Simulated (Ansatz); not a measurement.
## Molecular dynamics, step by step

SiNH$_{3}$F$_{2}$, singlet, PBE0-D4/def2-SVP (Ansatz 0.2.0). Settings (timestep in fs, temperature in K; T counts 15 degrees of freedom):

```yaml
hamiltonian: {xc: pbe0, dispersion: d4}
md: {n_steps: 60, timestep: 0.25, temperature: 200, ensemble: nve, seed: 877, initial_velocities: maxwell_boltzmann}
```

Start, the saddle point found with PBE0-D4 in triple zeta (not stationary at another level):

```
7
angstrom
Si -0.3050 -0.9015 -0.3331
F 1.0767 -1.2501 -1.0688
F -1.3130 -0.4730 -1.5027
H -0.2140 -0.4763 1.2289
N 0.1663 0.6675 0.5125
H -0.5249 1.3980 0.6453
H 1.1140 1.0354 0.5179
```

```
step  time (fs)  potential energy less the start (meV)  kinetic energy (meV)  T (K)
   0       0.00                                    0.0                 129.3    200
   4       1.00                                    8.9                 120.4    186
   8       2.00                                   14.6                 114.9    178
  12       3.00                                  -11.1                 140.5    217
  16       4.00                                  -59.1                 188.5    292
  20       5.00                                 -117.6                 247.0    382
  24       6.00                                 -207.8                 337.4    522
  28       7.00                                 -367.4                 497.0    769
  32       8.00                                 -593.3                 722.3   1118
  36       9.00                                 -773.2                 901.4   1395
  40      10.00                                 -796.2                 925.4   1432
  44      11.00                                 -875.4                1005.2   1555
  48      12.00                                -1112.9                1241.0   1920
  52      13.00                                -1199.9                1328.1   2055
  56      14.00                                -1093.9                1222.9   1892
  60      15.00                                 -974.1                1103.7   1708
```

Step 44, positions (Å) and forces (eV/Å):

```tsv
atom	x	y	z	Fx	Fy	Fz
Si1	-0.330	-0.953	-0.332	-1.131	-2.958	-0.312
F2	1.111	-1.251	-1.082	0.063	0.718	-0.180
F3	-1.330	-0.457	-1.529	0.253	0.641	-0.422
H4	0.099	0.152	1.301	-0.104	-2.530	4.212
N5	0.167	0.704	0.541	-0.954	3.140	-1.913
H6	-0.492	1.452	0.826	0.290	0.053	-0.880
H7	1.110	1.007	0.582	1.583	0.936	-0.506
```

Step 48, positions (Å) and forces (eV/Å):

```csv
atom,x,y,z,Fx,Fy,Fz
Si1,-0.334,-0.963,-0.333,-0.957,-2.694,-0.121
F2,1.115,-1.250,-1.084,-0.079,0.748,-0.105
F3,-1.331,-0.454,-1.533,0.349,0.622,-0.301
H4,0.159,0.206,1.394,-0.211,-1.049,1.693
N5,0.169,0.713,0.544,-1.216,1.276,0.538
H6,-0.500,1.467,0.814,0.521,-0.083,-0.918
H7,1.117,1.002,0.580,1.594,1.179,-0.787
```

Step 56, positions (Å) and forces (eV/Å):

```
atom       x       y       z      Fx      Fy      Fz
 Si1  -0.344  -0.986  -0.334  -0.635  -2.202  -0.001
  F2   1.124  -1.246  -1.088  -0.373   0.780   0.061
  F3  -1.334  -0.446  -1.542   0.532   0.550  -0.054
  H4   0.270   0.295   1.601  -0.844   0.871  -2.965
  N5   0.170   0.733   0.554   1.298  -0.758   4.632
  H6  -0.500   1.495   0.764   0.472   0.055  -0.662
  H7   1.166   1.024   0.553  -0.450   0.704  -1.011
```

Last step (60):

Si1  (-0.350, -0.998, -0.334)
F2  (1.127, -1.244, -1.090)
F3  (-1.335, -0.442, -1.546)
H4  (0.315, 0.349, 1.671)
N5  (0.171, 0.743, 0.563)
H6  (-0.493, 1.509, 0.728)
H7  (1.190, 1.046, 0.525)
(Å)

The run took about 74 s on 2 CPU threads of an Arm Neoverse V1 (shared host).
